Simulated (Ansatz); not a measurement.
`C[SiH](F)S` + H₂O → `C[SiH](O)S` + H–F at 600 K and 1 bar (formal hydrolysis of the Si–F bond).

Program: Ansatz. Geometries: PBE0-D4/def2-TZVP. ΔE: electronic, gas phase. CCSD(T)/CBS adds triple-zeta CCSD(T) − MP2 to the extrapolated MP2 energy (def2 sets, frozen cores). This one scheme is used for every species. One conformer a species, not always the lowest.

```csv
species,CCSD(T)/CBS energy (Eh),H − E (kJ/mol),S (J/(mol·K))
`C[SiH](F)S`,-827.81979,208.6,412.0
H₂O,-76.37941,76.8,212.8
`C[SiH](O)S`,-803.78841,243.6,426.8
H–F,-100.39570,42.3,194.0
```

H − E and S are ideal-gas, rigid-rotor, harmonic terms from PBE0-D4/def2-TZVP, for one conformer and one mirror image of each species. 1 Eh = 2625.50 kJ/mol, R = 8.31446 J/(mol·K).

**Question.** By hand: ΔE, ΔH, ΔS and ΔG.

**Answer.** ΔE = (-803.78841) + (-100.39570) − (-827.81979) − (-76.37941) = 0.01509 Eh = 39.6 kJ/mol. Δ(H − E) = 243.6 + 42.3 − 208.6 − 76.8 = 0.5, so ΔH = 40.1 kJ/mol. ΔS = 426.8 + 194.0 − 412.0 − 212.8 = -4.0 J/(mol·K). ΔG = 40.1 − 600 × (-4.0)/1000 = 42.5 kJ/mol.

**Question.** By hand: the equilibrium constant, and the temperature at which ΔG would vanish if ΔH and ΔS stayed fixed.

**Answer.** log₁₀ K = −ΔG/(RT ln 10) = -3.7. ΔH and −TΔS have one sign here, so there is no such temperature. One of them is within its doubt of zero, so this could turn.

The number of gas molecules stays the same, so ΔS is small and ΔH decides. A doubt of 5 kJ/mol in ΔE shifts log₁₀ K by 0.4 here. Other conformers and mirror images would add mixing entropy, several J/(mol·K) or more a flexible species. These are equilibria of isolated gas molecules and say nothing of rates. Largest T1 diagnostic: 0.011 (customary marks: 0.02 for closed shells, 0.045 for open ones).
